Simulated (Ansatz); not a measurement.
C2H5O (SMILES [CH2]OC) moved off its minimum; all values from Ansatz (a program for electronic structure), cores frozen in correlated methods. Open shells are unrestricted.
(charge 0, multiplicity 2)
```xyz
8

C      1.1984    -0.1749    -0.0166
O     -0.0089     0.0079     0.6126
C     -1.1514     0.0481    -0.3647
H      1.3657     0.0927    -1.0399
H      2.0033    -0.1441     0.6891
H     -0.9639     0.8365    -1.1264
H     -1.2894    -0.9315    -0.7830
H     -1.9948     0.1942     0.2765
```

Give the forces (eV/Å), the total energy and the dipole at CCSD(T)/cc-pVTZ.


```csv
atom,Fx,Fy,Fz
C1,-0.439,-0.204,0.961
O2,-0.849,0.078,-1.963
C3,1.855,0.219,1.269
H4,-0.288,0.212,-0.467
H5,0.368,-0.033,0.129
H6,-0.326,-0.508,0.550
H7,0.290,-0.462,-0.598
H8,-0.611,0.699,0.118
```
Energy -154.1068 hartree, dipole 1.57 D.
